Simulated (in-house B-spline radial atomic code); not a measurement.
# PBE0 excitations of Rb⁷⁺

Method: PBE0. Computed with an all-electron radial atomic-structure program (B-spline basis): linear response of the closed shell [Ar] 3d10 4s2 with the functional's adiabatic kernel; scalar-relativistic (spin-free one-electron X2C), finite nucleus, no spin-orbit coupling, no double excitations, S, P, D and F terms only; shells from n = 2 respond. Only terms of natural parity with L up to 3 were computed.

Command:
```bash
python run_td.py task.json out
```
Settings (radii: box in bohr, nucleus in fm):
```
Z                        37
electrons                30
configuration            [Ar] 3d10 4s2
hamiltonian              x2c
method                   pbe0
box_radius               12.81
rms_radius               4.2036
intervals                70
```

Run time, properties included: 2 s on 1 thread of Arm Neoverse N1, on a shared host.

The lowest states, in the order of their Tamm-Dancoff energies; the method's threshold (minus the highest occupied level) is 127.07 eV. Labels give the largest channel, * marks a mixed state, and oscillator strengths are full-response dipole values. Semilocal kernels can invert the small singlet-triplet splittings of Rydberg terms. Energies in eV:

```csv
state,full response,Tamm-Dancoff,oscillator strength
4s → 4p 3P,17.101,17.319,-
4s → 4p 1P,23.814,24.526,1.52
4s → 4d 3D,47.99,48.04,-
4s → 4d 1D,?,?,-
4s → 5s 3S,64.43,64.43,-
4s → 5s 1S,65.76,65.80,-
4s → 5p 3P,72.14,72.14,-
4s → 5p 1P,72.73,72.78,0.112
4s → 4f 3F,74.02,74.05,-
4s → 4f 1F,74.95,74.95,-
4s → 5d 3D,83.98,83.99,-
4s → 5d 1D,?,?,-
4s → 6s 3S,90.46,90.47,-
4s → 6s 1S,90.84,90.85,-
4s → 6p 3P,94.06,94.06,-
4s → 6p 1P,94.23,94.24,0.0475
```

Task: Where does 4s → 5d 1D lie?

Result: At 84.43 eV in full response, 84.44 eV in Tamm-Dancoff.

Task: Where does 4s → 4d 1D lie?

Result: At 50.47 eV in full response, 50.50 eV in Tamm-Dancoff.

Task: How large is the singlet-triplet splitting of 4s → 4p (P terms) in Tamm-Dancoff?

Result: 7.21 eV, from the unrounded values.

Task: What polarisabilities and dispersion coefficient does the method give?

Result: Dipole 2.183 bohr³, quadrupole 2.034 bohr⁵, C6 3.725 hartree·bohr⁶ for two such species.
